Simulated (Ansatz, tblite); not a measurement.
Cost and result up the ladder for Sn₂₃H₃₂ (55 atoms). Charge 0, multiplicity 1. Geometry: PBE-D4/def2-SVP.

Cartesian coordinates in Å:
```
Sn 1.216 0.835 5.431
Sn -0.776 4.310 3.068
Sn 1.508 -3.477 3.547
Sn -2.208 -4.498 0.638
Sn -1.543 -0.082 1.874
Sn 2.581 1.969 0.821
Sn 1.578 -2.440 -0.166
Sn -0.263 0.996 -2.595
Sn 0.505 5.364 -1.295
Sn -0.824 -3.414 -3.895
Sn 3.266 -1.401 -4.304
Sn -0.240 -1.212 4.129
Sn -2.717 2.473 2.171
Sn 0.050 3.394 5.602
Sn 1.365 4.477 1.240
Sn -3.386 -1.937 0.792
Sn -0.868 -5.084 3.064
Sn -0.167 -4.351 -1.312
Sn -1.354 3.599 -2.460
Sn -2.006 -0.855 -3.817
Sn 0.549 0.194 -0.006
Sn 2.094 1.149 -4.140
Sn 1.506 -3.253 -5.475
H 1.598 0.339 7.057
H 2.748 1.051 4.633
H -1.480 5.904 3.171
H -3.367 -5.672 0.067
H 3.372 1.364 2.241
H 3.771 2.084 -0.442
H 1.517 -2.913 1.638
H 3.299 -2.656 -0.326
H -0.177 6.959 -1.200
H 1.871 5.452 -2.366
H -1.938 -4.559 -4.595
H 3.577 -1.941 -2.678
H 4.801 -1.379 -5.118
H -1.546 -1.586 5.233
H -3.982 2.367 3.360
H -3.461 2.965 0.679
H -1.369 3.344 6.606
H 1.133 4.551 6.319
H 2.549 5.609 1.839
H -4.755 -2.021 1.863
H -3.985 -1.385 -0.745
H -2.097 -4.908 4.291
H -0.568 -6.804 2.986
H 0.734 -5.838 -1.470
H -2.842 3.576 -1.568
H -1.727 4.103 -4.083
H -3.535 -0.888 -2.999
H -2.293 -0.335 -5.452
H 3.198 2.277 -3.415
H 1.743 1.723 -5.741
H 2.256 -4.813 -5.615
H 1.093 -2.729 -7.079
```

Ansatz on 11 threads of AMD EPYC 7R13 on a shared host and a whole NVIDIA H100 80GB HBM3; xTB runs through tblite on one thread. Times are rough, summed over both states, and most runs start from the orbitals of an earlier one. PBE0-D4/def2-TZVP serves as the yardstick here, not as an exact answer. Differences are given only for rows in sets of like size (and for xTB, whose basis is part of the method), since another set adds its own error. The other state is a triplet at its own geometry, which has other bonds, so the gap mixes isomer and spin.

In the def2 sets Sn takes a core potential; there is no spin–orbit coupling. The xTB rows come from tblite. Correlated methods freeze 92 core orbitals; core or outer-core shells of Sn are correlated, in sets that lack core-valence functions. The rows differ in basis, and correlated rows in double-zeta sets carry the largest basis error. Single mean-field runs in def2-TZVP are fitted with def2-universal-jkfit.

Correlated methods converge slowly with the basis, most of all in double-zeta sets.

xTB has no spin-polarisation term.

| level | functions | wall time |
| --- | --- | --- |
| GFN1-xTB | 271 | 0.91 s |
| GFN2-xTB | 239 | 2.3 s |
| PBE-D4/def2-TZVP | 1342 | 23 s |
| BLYP-D4/def2-TZVP (with forces) | 1342 | 28 s |
| r2SCAN-D4/def2-TZVP | 1342 | 30 s |
| MP2/def2-SVP | 758 | 43 s |
| PBE0-D4/def2-TZVP (with forces) | 1342 | 48 s |

(1) Estimate what each level gives for the triplet − singlet (eV).

Answers

(1) 
```csv
level,triplet − singlet (eV),difference from PBE0-D4/def2-TZVP (eV)
GFN1-xTB,1.73,0.37
GFN2-xTB,1.22,-0.14
PBE-D4/def2-TZVP,1.31,-0.05
BLYP-D4/def2-TZVP (with forces),1.34,-0.02
r2SCAN-D4/def2-TZVP,1.27,-0.09
MP2/def2-SVP,1.43,–
PBE0-D4/def2-TZVP (with forces),1.36,0.00
```
